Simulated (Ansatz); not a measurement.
All values below come from frozen-core CCSD(T)/cc-pVTZ // B3LYP-D3(BJ)/def2-TZVP (Ansatz, a quantum-chemistry and plane-wave program). The geometry is that of the parent before the electron was removed.

Ansatz 0.2 input:
```yaml
crystal:
  periodic: [false, false, false]
  atoms:
    - { symbol: C, position_ang: [-0.922522, -0.005962, 0.01578] }
    - { symbol: Si, position_ang: [0.778084, 0.00503, -0.013317] }
    - { symbol: H, position_ang: [-1.50201, 0.879829, 0.241297] }
    - { symbol: H, position_ang: [-1.497891, -0.899214, -0.189989] }
    - { symbol: H, position_ang: [1.569379, 1.215735, 0.265443] }
    - { symbol: H, position_ang: [1.57496, -1.195418, -0.319215] }
basis:
  gaussian: { orbitals: cc-pVTZ }
correlation:
  method: ccsd_t
total_charge: 1
magnetization:
  spin_polarized: true
  initial_magnetization: 1
```

Output:

```
Functional definition: HF
675 factors; integrals over basis functions are off by at most 1.3e-3 eV
mean field evaluation 1: about -8945.5344 eV, gradient 2.0e1 eV
mean field evaluation 2: about -8945.5396 eV, gradient 2.0e1 eV
mean field evaluation 4: about -8947.6279 eV, gradient 1.5e0 eV
mean field evaluation 8: about -8947.6481 eV, gradient 9.1e-4 eV
mean field evaluation 16: about -8940.7561 eV, gradient 1.3e1 eV
mean field evaluation 32: about -8942.8615 eV, gradient 1.1e-3 eV
mean field -8947.64806468 eV, -328.8200014434 hartree, gradient 3.0e-6 eV, S^2 0.756961; 0 other end points of the search recorded, 0 dependent functions left out
6 core orbitals not correlated
reference -8947.64806468 eV, -328.8200014434 hartree; 6, 5 occupied and 108, 109 virtual orbitals, 675 factors
second order -6.47058965 eV of doubles, -0.00000000 eV of singles
cycle   1  -7.15367397 eV  change   -6.8e-1 eV  update   5.8e-2
cycle   2  -7.40766851 eV  change   -2.5e-1 eV  update   2.0e-2
cycle   3  -7.42256993 eV  change   -1.5e-2 eV  update   6.2e-3
cycle   4  -7.42110725 eV  change    1.5e-3 eV  update   2.7e-3
cycle   5  -7.42095326 eV  change    1.5e-4 eV  update   1.1e-3
cycle   6  -7.42097534 eV  change   -2.2e-5 eV  update   3.7e-4
cycle   7  -7.42103657 eV  change   -6.1e-5 eV  update   1.4e-4
cycle   8  -7.42104874 eV  change   -1.2e-5 eV  update   4.3e-5
cycle   9  -7.42103516 eV  change    1.4e-5 eV  update   1.5e-5
cycle  10  -7.42103297 eV  change    2.2e-6 eV  update   5.4e-6
perturbative correction -0.22406268 eV, -0.0082341517 hartree
Total energy: -8955.29316033 eV, -329.1009535265 hartree
```

Cost: about 16 core-seconds (a rough figure).
